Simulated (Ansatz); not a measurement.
CrS₂Cl₂, relaxed as a singlet with RKS r2SCAN-D4/def2-SVP in Ansatz, starting from the GFN2-xTB geometry. Force threshold 0.02 eV/Å.

The restricted singlet is unstable towards broken spin symmetry at other levels; at r2SCAN-D4/def2-SVP this wasn't settled.

Start:

```xyz
5

Cr   -0.004   -0.026   -0.027
S     1.671    1.118    0.329
S    -1.401    0.507    1.389
Cl    0.466   -2.001    0.196
Cl   -0.731    0.401   -1.887
```

| step | energy (eV) | largest force component (eV/Å) | SCF passes |
| --- | --- | --- | --- |
| 1 | -75119.2968 | 3.071 | 52 |
| 2 | -75119.5442 | 0.398 | 44 |
| 3 | -75119.5497 | 0.078 | 38 |
| 4 | -75119.5512 | 0.011 | 38 |

Force components are those of the run's own axes.

End:

Cartesian coordinates in Å:
```
Cr 0.002 0.011 0.012
S 1.624 1.091 0.325
S -1.360 0.497 1.355
Cl 0.483 -2.036 0.226
Cl -0.749 0.436 -1.918
```

By distances, no bond broke or formed. The bond that changes most is Cr1–S2, from 2.06 to 1.97 Å (atoms count from 1).

No frequencies were taken in this run, so the end may be a saddle point.

Hardware: 4 threads of Arm Neoverse V1 on a shared host. Wall time 21 s.
